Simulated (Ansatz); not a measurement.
Cl5W, doublet, geometry from GFN2-xTB (such geometries of metal compounds can be far from the true shape) (core potentials on W); SVWN5/def2-SVP run with Ansatz (a program for electronic structure).

Here is a job for Ansatz.
Ansatz 0.2 input:
```yaml
crystal:
  periodic: [false, false, false]
  atoms:
    - {symbol: W, position_ang: [-0.00000000, 0.00000000, -0.00000000]}
    - {symbol: Cl, position_ang: [1.84552708, -0.40817670, -1.16797303]}
    - {symbol: Cl, position_ang: [0.96233500, -0.98148675, 1.86360069]}
    - {symbol: Cl, position_ang: [-0.96233500, 0.98148675, -1.86360069]}
    - {symbol: Cl, position_ang: [-1.63595757, -1.50250559, 0.05347170]}
    - {symbol: Cl, position_ang: [-0.20956952, 1.91068230, 1.11450133]}
basis:
  gaussian:
    orbitals: def2-SVP
hamiltonian:
  xc: {name: SVWN5}
magnetization: {spin_polarized: true, initial_magnetization: 1}
```

Output, abridged:

```
Functional definition: SVWN5
1282 factors; their error is unknown
mean field evaluation 1: about -64220.3871 eV, gradient 1.4e1 eV
mean field evaluation 2: about -64203.2394 eV, gradient 6.2e1 eV
mean field evaluation 4: about -64221.1961 eV, gradient 7.1e0 eV
mean field evaluation 8: about -64221.4529 eV, gradient 2.2e0 eV
mean field evaluation 16: about -64221.4018 eV, gradient 3.3e-3 eV
mean field evaluation 32: about -64221.4018 eV, gradient 3.8e-6 eV
mean field evaluation 64: about -64220.1071 eV, gradient 5.8e0 eV
mean field evaluation 96: about -64220.3374 eV, gradient 5.5e-2 eV
mean field evaluation 128: about -64221.4018 eV, gradient 3.3e-4 eV
mean field evaluation 160: about -64217.5945 eV, gradient 1.2e0 eV
mean field evaluation 192: about -64221.4073 eV, gradient 1.6e-1 eV
mean field -64221.40178584 eV, -2360.0929848000 hartree, gradient 7.6e-7 eV, S^2 0.752568; 16 other end points of the search recorded, 0 dependent functions left out
reference -64221.40184991 eV, -2360.0929871545 hartree; 50, 49 occupied and 72, 73 virtual orbitals, 1282 factors
Total energy: -64221.40184991 eV, -2360.0929871545 hartree
```
